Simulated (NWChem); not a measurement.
System: C$_{2}$H$_{5}$BO$_{3}$; SMILES B(C(=O)O)(O)C

The following NWChem deck was run.

```
start job
memory heap 200 mb stack 900 mb global 1100 mb
geometry units angstroms noautoz
  C     -1.203085     1.699602    -0.001480
  B      0.069107     0.799617    -0.002113
  O      1.320126     1.285331    -0.004633
  C      0.058193    -0.825047     0.000142
  O      1.102831    -1.442660     0.005289
  O     -1.127357    -1.435065    -0.004342
  H     -0.968130     2.772957    -0.006503
  H     -1.833610     1.464857    -0.875981
  H     -1.828822     1.471815     0.878275
  H      1.939712     0.533693    -0.003413
  H     -0.957868    -2.392682    -0.002506
end
basis spherical
  * library def2-tzvpp
end
dft
  xc hfexch
  iterations 150
  semidirect filesize 400000000
  mulliken
end
task dft energy
```

Structure relaxed at the PBE0/def2-SVP level.

Q: What results follow from this input? (Hartree-Fock/def2-TZVPP.) Quantities: basis functions; energy (Ha); highest occupied level (eV); orbital gap (eV); dipole (D).

A: number of basis functions: 256
energy (Ha): -328.15
highest occupied level (eV): -12.10
orbital gap (eV): 14.42
dipole (D): 1.69
